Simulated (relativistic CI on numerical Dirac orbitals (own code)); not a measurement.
Radial parameters of Gd⁵²⁺

Calculated at this level of theory: Dirac-Coulomb-Breit CI, orbitals from a KLI potential per configuration, model QED (radiative potential, 1s self-energy scaled to tabulated hydrogen-like ionisation energies), unscaled Slater integrals (own radial code, finite nucleus).

Slater integrals F^k, G^k are unscaled and averaged over j, outside the closed core [Ne]; ζ comes from projecting the Hamiltonian with its Breit term on Σ l·s of the shell.

- 3s3p: G^1(3s,3p) = 578860, ζ(3p) = 1.0026e+06 cm⁻¹; <r>(3s) = 0.2197, <r^2>(3s) = 0.05506, <r>(3p) = 0.2133, <r^2>(3p) = 0.05261 (bohr units).
- 3p²: F^2(3p,3p) = 459280, ζ(3p) = 1.0024e+06 cm⁻¹; <r>(3p) = 0.2134, <r^2>(3p) = 0.05269 (bohr units).
- 3s3d: G^2(3s,3d) = 357200, ζ(3d) = 136680 cm⁻¹; <r>(3s) = 0.2198, <r^2>(3s) = 0.05512, <r>(3d) = 0.1877, <r^2>(3d) = 0.04053 (bohr units).

Averages of the first 10 configurations, taken without configuration mixing, which lowers the lowest level and can move excited configurations by several eV; other configurations of the list can lie among them:

| Configuration | Parity | States | Average energy above the lowest level (eV) |
| --- | --- | --- | --- |
| 3s² | even | 1 | 4.1 |
| 3s3p | odd | 12 | 247.8 |
| 3p² | even | 15 | 511.4 |
| 3s3d | even | 20 | 506.3 |
| 3d² | even | 45 | 1019.4 |
| 3p3d | odd | 60 | 761.5 |
| 3p4s | odd | 12 | 2508.0 |
| 3d4s | even | 20 | 2755.6 |
| 3s4s | even | 4 | 2251.4 |
| 3s4p | odd | 12 | 2358.5 |
